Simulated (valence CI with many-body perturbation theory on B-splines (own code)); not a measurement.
**Al VII: electric-dipole lines**

Method: valence CI with perturbative core correlation (CI+MBPT): five valence electrons over a frozen Dirac-Fock core [He], radial functions for each j: 9 s, 9 p, 8 d, 6 f, 3 g, 1 h, with the one-electron correlation potential Σ1, the two-electron term Σ2, the three-electron term Σ3, Breit, model QED; selected CI, second order for the rest, scaled by the run's own slope (own B-spline code, finite nucleus).

Set against measurement, 27 paired levels are off by 253 cm⁻¹ on average, the worst by 601. These come from a selection out of NIST levels in Kelleher and Podobedova, J. Phys. Chem. Ref. Data 37, 709 (2008); Martin and Zalubas, J. Phys. Chem. Ref. Data 8, 817 (1979). Levels without a partner in it may be off by more. Among the levels kept, up to 2700 cm⁻¹ of a level comes from second order outside the variational space, and about a tenth of that is noise between levels of different J, which matters for small intervals. 1 measured level below the end of the list, from 1318010 cm⁻¹ on, found no clear computed partner, and computed levels of the same name lie up to 2685 cm⁻¹ from them.

Lines 151 to 200 of 250 in falling wavelength, among levels below 1364200 cm⁻¹, chosen from the strongest by gf and those to the six lowest levels. Wavelengths and rates use the calculated energies, so an error of 300 cm⁻¹ moves a line at 9.637 nm by 0.029 % and its rate by three times that or more. Electric multipoles are in the length gauge, E1 and E2 with the static RPA response of the core. Weak lines are less certain than strong ones. Lines between different terms over intervals too small for the method are left out, as are lines whose strength nearly cancels. Where a level lies close to another of its J and parity, the split of strength between their lines is uncertain. The highest levels of a list are the least certain.

Letters in brackets count levels of one name in rising energy.

```
λ vac (nm)  λ from measured levels                   Upper            Lower   A (s⁻¹)  log gf  Branch %
     9.926                          2s2 2p2 3p 2D°_3/2 [b]    2s 2p4 4P_5/2  2.77e+05   -5.79       0.0
     9.810                          2s2 2p2 3p 2P°_3/2 [b]    2s 2p4 4P_5/2  2.29e+07   -3.88       0.4
     9.637                   9.632       2s 2p3 3s 4S°_3/2    2s 2p4 4P_1/2  1.28e+10   -1.15      16.2
     9.624                   9.620       2s 2p3 3s 4S°_3/2    2s 2p4 4P_3/2  2.58e+10   -0.84      32.7
     9.602                   9.597       2s 2p3 3s 4S°_3/2    2s 2p4 4P_5/2  3.95e+10   -0.66      50.1
     9.525                          2s2 2p2 3p 2P°_3/2 [c]    2s 2p4 4P_5/2  2.05e+07   -3.95       0.7
     9.509                   9.503       2s2 2p2 3s 4P_1/2  2s2 2p3 2P°_3/2  3.90e+07   -3.98       0.1
     9.507                   9.500       2s2 2p2 3s 4P_1/2  2s2 2p3 2P°_1/2  9.96e+06   -4.57       0.0
     9.495                   9.490       2s2 2p2 3s 4P_3/2  2s2 2p3 2P°_3/2  4.78e+07   -3.59       0.1
     9.493                   9.487       2s2 2p2 3s 4P_3/2  2s2 2p3 2P°_1/2  8.98e+06   -4.31       0.0
     9.358                   9.354       2s2 2p2 3s 2P_1/2  2s2 2p3 2P°_3/2  1.10e+10   -1.54      10.3
     9.356                   9.352       2s2 2p2 3s 2P_1/2  2s2 2p3 2P°_1/2  2.94e+10   -1.11      27.4
     9.334                   9.330       2s2 2p2 3s 2P_3/2  2s2 2p3 2P°_3/2  3.90e+10   -0.69      36.4
     9.331                   9.327       2s2 2p2 3s 2P_3/2  2s2 2p3 2P°_1/2  9.00e+09   -1.33       8.4
     9.223                   9.218       2s2 2p2 3s 4P_1/2  2s2 2p3 2D°_3/2  1.43e+08   -3.44       0.4
     9.210                   9.206       2s2 2p2 3s 4P_3/2  2s2 2p3 2D°_5/2  1.48e+08   -3.12       0.4
     9.210                   9.205       2s2 2p2 3s 4P_3/2  2s2 2p3 2D°_3/2  5.37e+07   -3.56       0.2
     9.191                   9.186       2s2 2p2 3s 4P_5/2  2s2 2p3 2D°_5/2  8.91e+07   -3.17       0.2
     9.190                   9.186       2s2 2p2 3s 4P_5/2  2s2 2p3 2D°_3/2  4.83e+06   -4.44       0.0
     9.081                   9.077       2s2 2p2 3s 2P_1/2  2s2 2p3 2D°_3/2  6.69e+10   -0.78      62.3
     9.065                               2s2 2p2 3s 2D_5/2  2s2 2p3 2P°_3/2  1.59e+10   -0.93      24.1
     9.065                               2s2 2p2 3s 2D_3/2  2s2 2p3 2P°_3/2  7.33e+09   -1.44      11.1
     9.063                               2s2 2p2 3s 2D_3/2  2s2 2p3 2P°_1/2  1.31e+10   -1.19      19.9
     9.058                   9.055       2s2 2p2 3s 2P_3/2  2s2 2p3 2D°_5/2  5.69e+10   -0.55      53.1
     9.058                   9.055       2s2 2p2 3s 2P_3/2  2s2 2p3 2D°_3/2  2.20e+09   -1.97       2.1
     8.805                               2s2 2p2 3s 2D_5/2  2s2 2p3 2D°_5/2  4.51e+10   -0.50      68.6
     8.805                               2s2 2p2 3s 2D_3/2  2s2 2p3 2D°_5/2  3.03e+09   -1.85       4.6
     8.805                               2s2 2p2 3s 2D_5/2  2s2 2p3 2D°_3/2  4.79e+09   -1.48       7.3
     8.804                               2s2 2p2 3s 2D_3/2  2s2 2p3 2D°_3/2  4.23e+10   -0.71      64.3
     8.719                   8.717       2s2 2p2 3s 4P_1/2  2s2 2p3 4S°_3/2  3.54e+10   -1.09      99.5
     8.708                   8.706       2s2 2p2 3s 4P_3/2  2s2 2p3 4S°_3/2  3.55e+10   -0.79      99.3
     8.690                   8.688       2s2 2p2 3s 4P_5/2  2s2 2p3 4S°_3/2  3.56e+10   -0.62      99.7
     8.670                   8.669       2s2 2p2 3s 2S_1/2  2s2 2p3 2P°_3/2  4.05e+10   -1.04      64.0
     8.668                   8.667       2s2 2p2 3s 2S_1/2  2s2 2p3 2P°_1/2  2.26e+10   -1.29      35.7
     8.592                   8.592       2s2 2p2 3s 2P_1/2  2s2 2p3 4S°_3/2  2.23e+07   -4.31       0.0
     8.572                   8.571       2s2 2p2 3s 2P_3/2  2s2 2p3 4S°_3/2  2.32e+07   -3.99       0.0
     8.432                   8.431       2s2 2p2 3s 2S_1/2  2s2 2p3 2D°_3/2  1.43e+08   -3.52       0.2
     8.345                               2s2 2p2 3s 2D_5/2  2s2 2p3 4S°_3/2  2.40e+07   -3.82       0.0
     8.345                               2s2 2p2 3s 2D_3/2  2s2 2p3 4S°_3/2  4.65e+06   -4.71       0.0
     8.235                               2s2 2p2 3d 4F_3/2  2s2 2p3 2P°_3/2  5.33e+07   -3.66       3.8
     8.234                               2s2 2p2 3d 4F_3/2  2s2 2p3 2P°_1/2  1.61e+07   -4.18       1.1
     8.230                               2s2 2p2 3d 4F_5/2  2s2 2p3 2P°_3/2  4.35e+05   -5.58       0.0
     8.183                   8.181       2s2 2p2 3d 2P_3/2  2s2 2p3 2P°_3/2  7.90e+10   -0.50      55.9
     8.182                   8.179       2s2 2p2 3d 2P_3/2  2s2 2p3 2P°_1/2  1.91e+10   -1.12      13.5
     8.178                               2s2 2p2 3d 4D_1/2  2s2 2p3 2P°_3/2  1.29e+10   -1.59      26.2
     8.176                               2s2 2p2 3d 4D_1/2  2s2 2p3 2P°_1/2  2.42e+10   -1.31      49.3
     8.171                               2s2 2p2 3d 4D_5/2  2s2 2p3 2P°_3/2  1.10e+07   -4.18       0.1
     8.170                               2s2 2p2 3d 4D_3/2  2s2 2p3 2P°_3/2  2.52e+10   -1.00      50.0
     8.168                               2s2 2p2 3d 4D_3/2  2s2 2p3 2P°_1/2  6.65e+09   -1.58      13.2
     8.160                               2s2 2p2 3d 2P_1/2  2s2 2p3 2P°_3/2  4.09e+10   -1.09      28.8
```

Question: How does gf follow from A for the line at 8.719 nm?

Answer: gf = 1.4992 × (2J+1)_upper × A / σ², with σ = 1146868 cm⁻¹ and 2J+1 = 2: gf = 0.0808.
